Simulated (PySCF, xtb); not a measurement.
B(I)2(OMe) (CH3BI2O), SMILES IB(OC)I.

GFN2-xTB in xtb at its own geometry gives an orbital gap of 4.80 eV and a dipole moment of 5.78 D.

The structure is a stationary point at r2SCAN-D4/def2-SVP. The def2 effective core potentials stand for the cores of I; spin–orbit coupling is left out. One conformer was computed; it need not be the lowest.

Q: What does PBE/def2-TZVP run with PySCF give? (An estimate is asked for; the answer gives what the named calculation found.)

A: gap 4.29 eV (levels -6.20 and -1.91 eV), dipole 2.39 D.
